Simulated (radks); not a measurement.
Values are calculated unless marked as measured or tabulated.
Task: Ho+, 66 electrons, occupied as [Xe] 4f11 6s1. Level of theory: scalar-relativistic Kohn-Sham, PBE, spin-unpolarised, spherical densities, finite nucleus; Fermi nuclear charge, rms radius 5.2022 fm (a radial shooting solver on a logarithmic mesh with Libxc functionals). Some entries of the table are withheld. Estimate them.

orbital  occ.  eigenvalue (eV)  <r> (bohr)
1s          2        -55494.11         (1)
2s          2              (2)         (3)
2p          6        -8230.042         (4)
3s          2        -2079.459      0.2299
3p          6        -1756.046      0.2289
3d         10        -1345.491      0.2079
4s          2              (5)      0.5189
4p          6        -309.4843      0.5501
4d         10        -165.6527      0.5965
5s          2         -56.9396       1.277
5p          6         -32.4296       1.518
4f         11          -9.6528      0.8498
6s          1          -8.9503       3.672

Result: 
(1) 1s <r> (bohr): 0.02074
(2) 2s eigenvalue (eV): -9288.049
(3) 2s <r> (bohr): 0.08810
(4) 2p <r> (bohr): 0.07806
(5) 4s eigenvalue (eV): -415.9198
